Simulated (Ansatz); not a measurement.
Consider the hydrogenolysis of the Al–F bond: `C[O][Al]([F])[Br]` + H₂ → `C[O][AlH][Br]` + H–F.

Calculated with Ansatz (gas phase, PBE0-D4/def2-TZVP geometries, no zero-point term in ΔE). CCSD(T)/CBS adds triple-zeta CCSD(T) − MP2 to the extrapolated MP2 energy (def2 sets, frozen cores). This one scheme is used for every species. Functionals use def2-TZVPP. B3LYP here is the variant with VWN-RPA as its local correlation; programs differ in this. HSE06 is defined as in plane-wave codes. For Br outer-core shells are correlated without core-valence functions, which leaves a few kJ/mol of doubt a bond. Scalar relativity is left out up to krypton. Each species was taken in one conformer, which may not be the lowest.

| level | ΔE (kJ/mol) | difference from CCSD(T)/CBS |
| --- | --- | --- |
| LDA (SPW92) | 141.5 | -12.3 |
| PBE-D4 | 146.1 | -7.7 |
| revPBE-D4 | 147.8 | -6.0 |
| BLYP-D4 | 157.1 | 3.3 |
| r2SCAN-D4 | 160.5 | 6.7 |
| B97M-V | 148.8 | -5.0 |
| PBE0-D4 | 144.7 | -9.1 |
| B3LYP-D4 | 155.1 | 1.3 |
| r2SCANh-D4 | 158.5 | 4.7 |
| r2SCAN0-D4 | 155.8 | 2.0 |
| HSE06-D4 | 144.2 | -9.6 |
| BHLYP-D4 | 155.2 | 1.4 |
| CAM-B3LYP-D4 | 155.5 | 1.7 |
| ωB97X-V | 151.6 | -2.2 |
| B2PLYP | 156.1 | 2.3 |
| PBE-QIDH | 149.4 | -4.4 |
| PBE | 144.7 | -9.1 |
| BLYP | 154.1 | 0.3 |
| r2SCAN | 160.1 | 6.3 |
| PBE0 | 143.4 | -10.4 |
| B3LYP | 152.8 | -1.0 |
| r2SCANh | 158.1 | 4.3 |
| r2SCAN0 | 155.4 | 1.6 |
| BHLYP | 153.2 | -0.6 |
| CAM-B3LYP | 154.2 | 0.4 |
| LC-ωPBE | 149.4 | -4.4 |
| HF/def2-SVP | 144.4 | -9.4 |
| MP2/def2-SVP | 159.6 | 5.8 |
| CCSD/def2-SVP | 151.8 | -2.0 |
| CCSD(T)/def2-SVP | 152.5 | -1.3 |
| HF/def2-TZVPP | 149.3 | -4.5 |
| MP2/def2-TZVPP | 158.1 | 4.3 |
| SCS-MP2/def2-TZVPP | 156.7 | 2.9 |
| CCSD(T)/def2-TZVPP | 152.2 | -1.6 |
| HF/def2-QZVPP | 151.8 | -2.0 |
| MP2/def2-QZVPP | 160.0 | 6.2 |
| SCS-MP2/def2-QZVPP | 158.6 | 4.8 |
| HF/CBS(def2) | 152.1 | -1.7 |
| MP2/CBS(def2) | 159.8 | 6.0 |
| CCSD/CBS(def2) | 152.7 | -1.1 |
| CCSD(T)/CBS | 153.8 | 0 |

Largest T1 diagnostic among the species: 0.010.

Leaving LDA and LC-ωPBE aside and taking each functional with its dispersion term where it has one, the values spread over 16.3 kJ/mol, from HSE06-D4 to r2SCAN-D4. LDA lies −3.2 kJ/mol from PBE without D4. From r2SCAN to r2SCAN0 (25 % exact exchange), in def2-TZVPP and without D4, ΔE moves by −4.8 kJ/mol.
